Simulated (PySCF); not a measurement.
Job file and geometry (Å, from GFN2-xTB) of an NMR shielding run on SMILES C/C(CS(=O)(=O)O)=C1/C[SiH2]1, C₅H₁₀O₃SSi, PySCF, GIAO PBE0/pcSseg-1 NMR shielding, non-relativistic, gas phase; density fitting, a coarse starting grid and PySCF grid level 2 are the driver's defaults:

```
$ OMP_NUM_THREADS=1 python probes_run.py task.json out

{"job": {"kind": "nmr", "xc": "PBE0", "basis": "pcSseg-1"}, "charge": 0, "multiplicity": 1}
C     -0.261248    -2.128135     0.424816
C      0.006160    -0.657644     0.516028
C     -1.198412     0.206231     0.714252
S     -1.765172     0.569703    -0.958355
O     -0.877312     1.476993    -1.621794
O     -2.137374    -0.632612    -1.628999
O     -3.116874     1.418968    -0.637089
C      1.195616    -0.111543     0.344154
C      1.742213     1.290282     0.273798
Si     2.989901    -0.085895    -0.111498
H      0.656724    -2.669552     0.214318
H     -0.686626    -2.501875     1.356307
H     -0.979200    -2.308577    -0.374338
H     -0.966402     1.165173     1.163974
H     -2.023387    -0.291799     1.210563
H     -3.046172     2.290327    -1.029823
H      1.792956     1.831395     1.211517
H      1.318763     1.900347    -0.514292
H      3.395992    -0.331644    -1.482572
H      3.954706    -0.419463     0.925996
```

Problem. What does the program print?

Solution. 
```
coarse grid: 18136 points
cycle   1  E = -1108.5797467658  dE =  2.283e+00  |g| = 1.267e+00  |ddm| = 4.415e+00
cycle   2  E = -1108.0181967615  dE =  5.616e-01  |g| = 2.158e+00  |ddm| = 2.691e+00
cycle   3  E = -1108.8645448108  dE = -8.463e-01  |g| = 2.690e-01  |ddm| = 1.886e+00
cycle   4  E = -1108.8783565441  dE = -1.381e-02  |g| = 9.252e-02  |ddm| = 2.930e-01
cycle   5  E = -1108.8799241783  dE = -1.568e-03  |g| = 2.566e-02  |ddm| = 8.595e-02
cycle   6  E = -1108.8800615100  dE = -1.373e-04  |g| = 6.780e-03  |ddm| = 2.570e-02
cycle   7  E = -1108.8800715403  dE = -1.003e-05  |g| = 2.833e-03  |ddm| = 9.763e-03
cycle   8  E = -1108.8800733239  dE = -1.784e-06  |g| = 6.362e-04  |ddm| = 2.928e-03
final grid: 167056 points
cycle   9  E = -1108.9717702263  dE = -3.874e-05  |g| = 1.186e-02  |ddm| = 4.112e-02
cycle  10  E = -1108.9717367027  dE =  3.352e-05  |g| = 1.693e-02  |ddm| = 2.864e-02
cycle  11  E = -1108.9718003352  dE = -6.363e-05  |g| = 1.903e-03  |ddm| = 1.839e-02
cycle  12  E = -1108.9718010447  dE = -7.095e-07  |g| = 3.764e-04  |ddm| = 2.006e-03
cycle  13  E = -1108.9718010673  dE = -2.263e-08  |g| = 1.987e-04  |ddm| = 5.304e-04
cycle  14  E = -1108.9718010753  dE = -8.005e-09  |g| = 3.642e-05  |ddm| = 1.905e-04
cycle  15  E = -1108.9718010755  dE = -2.547e-10  |g| = 1.779e-05  |ddm| = 4.965e-05
converged SCF energy = -1108.9718010755

GIAO shielding tensors (ppm)
atom      isotropic    diamagn.    paramagn.     s11        s22        s33       span
  0 C      157.281     247.437     -90.156    137.461    148.326    186.057     48.596
  1 C       47.593     265.945    -218.352    -65.447     54.289    153.936    219.383
  2 C      121.474     258.934    -137.460     98.497    114.993    150.932     52.435
  3 S      180.867    1052.302    -871.434     45.225    141.213    356.164    310.939
  4 O      107.970     404.506    -296.537     80.609     85.634    157.665     77.056
  5 O       94.888     401.608    -306.720     63.528     84.604    136.531     73.003
  6 O      127.190     391.713    -264.522     36.346     56.568    288.657    252.311
  7 C       41.943     257.081    -215.138    -39.848    -11.151    176.829    216.676
  8 C      184.055     256.230     -72.175    151.877    178.579    221.710     69.833
  9 Si     489.969     883.733    -393.764    381.833    428.071    660.003    278.170
 10 H       29.522      31.363      -1.840     24.862     29.121     34.584      9.722
 11 H       29.689      29.724      -0.035     25.965     27.378     35.723      9.758
 12 H       28.546      31.159      -2.613     23.239     29.720     32.678      9.439
 13 H       27.503      34.596      -7.094     24.620     27.877     30.011      5.391
 14 H       27.808      32.484      -4.676     24.897     27.733     30.794      5.897
 15 H       26.963      29.572      -2.609     21.928     22.561     36.399     14.470
 16 H       30.624      31.431      -0.807     25.591     26.927     39.354     13.763
 17 H       29.865      33.000      -3.134     23.232     28.394     37.969     14.737
 18 H       28.354      31.402      -3.048     23.678     26.237     35.147     11.469
 19 H       28.330      30.751      -2.421     23.877     25.536     35.576     11.699
```

Problem. Turn these shieldings into chemical shifts. Scale: TMS for ¹³C (σ = 186.93 ppm) and ²⁹Si (σ = 349.16 ppm) and ¹H (σ = 31.72 ppm); CS2 for ³³S (σ = 503.73 ppm); ¹⁷O (σ = 336.08 ppm) vs H2O (reference shieldings calculated alike).

Solution. Averaging equivalent atoms: C 7: 145.0; C 1: 139.3; C 2: 65.5; C 0: 29.6; C 8: 2.9; S 3: 323; O 4/5: 234.7; O 6: 208.9; Si 9: -140.8; H 15: 4.75; H 13/14: 4.06; H 18/19: 3.38; H 10/11/12: 2.46; H 16/17: 1.47 ppm. Experimental scales use liquid or dissolved standards, which lie at an offset from isolated H2O (liquid H2O: subtract about 36 ppm).

Size and cost of the density-fitted run: 234 basis functions, 100 s wall time on 1 thread of an Arm Neoverse N1, shared host; peak memory 1.1 GiB.
